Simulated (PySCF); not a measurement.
Question: What does the PBE0-D3(BJ)/def2-SVP structure of `[SiH](O)(O)P` look like in three dimensions?

Answer: 
```xyz
9
H5O2PSi angstrom
O     -1.0694   -1.2683    0.6513
Si    -0.2312   -0.0978   -0.1712
O     -1.1592    1.2469   -0.4817
P      1.3775    0.5228    1.2586
H     -1.8647   -1.6214    0.2423
H      0.2457   -0.6278   -1.4901
H     -1.4524    1.3711   -1.3882
H      2.1299    1.1703    0.2292
H      2.0839   -0.7120    1.1171
```

Any rigid rotation of these coordinates is as good. Atoms count from 1 in this order. Si2 (oxygen-bound silicon) is distorted tetrahedral (angles from 104.0° to 115.5°). O1 (silanol oxygen) is bent (angle 117.8°). P4 (three-coordinate phosphorus) is pyramidal (angles 93.4°, 93.0° and 92.5°, sum 278.9°, 0.87 Å off the plane of its three neighbours).

Bonds between heavy atoms (Å): O1–Si2 1.658, Si2–O3 1.663, Si2–P4 2.240.

Level of theory: PySCF, PBE0-D3(BJ)/def2-SVP geometry optimisation, gas phase.

Point group: near Cs, missed by 0.38 Å at most; the miss may be what the optimiser left on a soft mode. Not checked by PBE0-D3(BJ)/def2-SVP frequencies. One conformer, not necessarily the lowest (H–O1–Si2–O3 59°, O1–Si2–O3–H -106°, O1–Si2–P4–H 164° and 70°).
